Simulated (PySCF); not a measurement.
AlFH2O2. Atoms are numbered in the order given.

```xyz
6

Al    -0.0147    -0.0060     0.0000
F     -1.6303     0.3851     0.0000
O      0.3955    -1.6495     0.0000
H      1.3061    -1.9653     0.0000
O      1.1763     1.2033     0.0000
H      0.9836     2.1479     0.0000
```

Coordinates come from a TPSSh-D3(BJ)/def2-SVP optimisation. Other conformers were not sampled.

Level of theory: KT2/pcSseg-2 (PySCF).

GIAO shieldings, no solvent; atoms listed in one row are averaged. δ = σ(ref) − σ: ¹⁹F against CFCl3 (σ = 125.1 ppm); ¹⁷O against H2O (σ = 324.0 ppm); ¹H against TMS (σ = 31.47 ppm), references at their B3LYP-D3(BJ)/def2-TZVP geometries, non-relativistic.

| nucleus | atoms | count | δ (ppm) |
|---|---|---|---|
| ¹⁹F | F2 | 1 | -246.8 |
| ¹⁷O | O5 | 1 | 14.8 |
| ¹⁷O | O3 | 1 | 5.4 |
| ¹H | H6 | 1 | 1.53 |
| ¹H | H4 | 1 | 1.41 |
